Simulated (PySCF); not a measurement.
Compound: C₇H₄ClFO.
Cartesian coordinates in Å at the PBE0-D3(BJ)/def2-SVP level; atoms count from 1:
```
atom  x, y, z in Å
O1     3.0094   -0.7933    0.3984
C2     2.3259   -0.0811   -0.2661
Cl3    3.0637    0.8859   -1.5527
C4     0.8504    0.0145   -0.1224
C5     0.2607   -0.9905    0.6665
C6    -1.1075   -1.0370    0.8834
C7    -1.9250   -0.0565    0.3173
C8    -1.3689    0.9582   -0.4522
C9     0.0053    0.9939   -0.6678
F10    0.4783    1.9978   -1.3869
H11    0.9258   -1.7403    1.0989
H12   -1.5384   -1.8336    1.4926
H13   -3.0050   -0.0782    0.4795
H14   -1.9799    1.7451   -0.8974
```

Level: B3LYP/def2-SVPD in PySCF, non-relativistic, on one gas-phase PBE0-D3(BJ)/def2-SVP geometry that isn't relaxed in the solvent. The solvent is an IEF-PCM continuum (van der Waals radii × 1.2), and excitations are vertical TDDFT with non-equilibrium linear response and a frozen core. Specific hydrogen bonds and non-electrostatic terms are outside this model.

Gas-phase singlets (H = HOMO, L = LUMO):

```json
{"state": "S1", "E (eV)": "4.430", "λ (nm)": "280", "f": "0.004", "leading configuration": "H-2→L 64%"}
{"state": "S2", "E (eV)": "4.494", "λ (nm)": "276", "f": "0.039", "leading configuration": "H→L 76%"}
{"state": "S3", "E (eV)": "5.174", "λ (nm)": "240", "f": "0.237", "leading configuration": "H-1→L 71%"}
{"state": "S4", "E (eV)": "5.295", "λ (nm)": "234", "f": "0.026", "leading configuration": "H-3→L 87%"}
{"state": "S5", "E (eV)": "5.830", "λ (nm)": "213", "f": "0.015", "leading configuration": "H-4→L 91%"}
```

Question: What are the lowest 5 singlets in chloroform (ε = 4.711)?

Answer: 
| state | E (eV) | λ (nm) | f | leading configuration | change by rank (eV) |
| --- | --- | --- | --- | --- | --- |
| S1 | 4.329 | 286 | 0.051 | H→L 92% | -0.101 |
| S2 | 4.589 | 270 | 0.022 | H-2→L 83% | +0.095 |
| S3 | 4.988 | 249 | 0.359 | H-1→L 82% | -0.186 |
| S4 | 5.444 | 228 | 0.003 | H-3→L 96% | +0.149 |
| S5 | 5.988 | 207 | 0.019 | H-4→L 90% | +0.158 |

Question: How does the list change in acetonitrile (ε = 35.69)?

Answer: 
| state | E (eV) | λ (nm) | f | leading configuration | change by rank (eV) |
| --- | --- | --- | --- | --- | --- |
| S1 | 4.286 | 289 | 0.046 | H→L 93% | -0.144 |
| S2 | 4.643 | 267 | 0.029 | H-2→L 82% | +0.149 |
| S3 | 4.965 | 250 | 0.337 | H-1→L 80% | -0.209 |
| S4 | 5.501 | 225 | 0.002 | H-3→L 96% | +0.206 |
| S5 | 6.052 | 205 | 0.012 | H-4→L 85% | +0.222 |

Question: The ground-state energy changes by -0.214 eV from gas to acetonitrile. By how much does the total energy of gas-phase S2 change?

Answer: E(S2) = E(S0) + excitation energy, so it changes by -0.214 − 0.208 = -0.422 eV: it is lowered more than the ground state, which is what a red shift means. This is the vertical state, with the slow part of the continuum still set for S0.

Question: How do the frontier levels move from gas to acetonitrile?

Answer: 
| orbital | gas (eV) | solvent (eV) | change (eV) | Löwdin shares, gas | Löwdin shares, solvent |
| --- | --- | --- | --- | --- | --- |
| LUMO+2 | -0.08 | -0.02 | +0.06 | C2 22 %, Cl3 15 %, O1 12 %, C7 12 % | Cl3 31 %, C2 22 %, O1 9 %, C4 9 % |
| LUMO+1 | -1.12 | -0.84 | +0.28 | C9 19 %, C5 18 %, C6 18 %, C8 17 % | C9 19 %, C5 19 %, C8 18 %, C6 18 % |
| LUMO | -2.55 | -2.48 | +0.07 | C2 21 %, O1 18 %, C7 14 %, C4 11 % | C2 24 %, O1 19 %, C7 12 %, C4 9 % |
| HOMO | -7.70 | -7.44 | +0.26 | C6 23 %, C9 19 %, C8 14 %, C5 14 % | C6 23 %, C9 18 %, C5 15 %, C8 14 % |
| HOMO-1 | -8.07 | -7.85 | +0.22 | C4 21 %, C7 18 %, C8 15 %, C5 13 % | C4 23 %, C7 21 %, C8 16 %, C5 12 % |
| HOMO-2 | -8.41 | -8.59 | -0.18 | O1 49 %, Cl3 29 %, C2 6 %, C4 6 % | O1 54 %, Cl3 29 %, C2 6 %, C4 5 % |
| HOMO-3 | -8.93 | -9.10 | -0.17 | Cl3 67 %, C2 10 %, O1 8 %, C4 6 % | Cl3 66 %, C2 9 %, F10 6 %, O1 6 % |

The HOMO–LUMO gap goes from 5.15 to 4.96 eV. Rows go by rank; for LUMO+2 the atom shares or the degeneracy differ between the runs, so the row needn't follow one orbital.

The run took 37 s wall on one thread of an Arm Neoverse V2, shared host with 96 logical CPUs at a one-minute load of 12, and the process peaked at 1.1 GiB of memory. This is the whole response run at B3LYP/def2-SVPD in acetonitrile, SCF included.
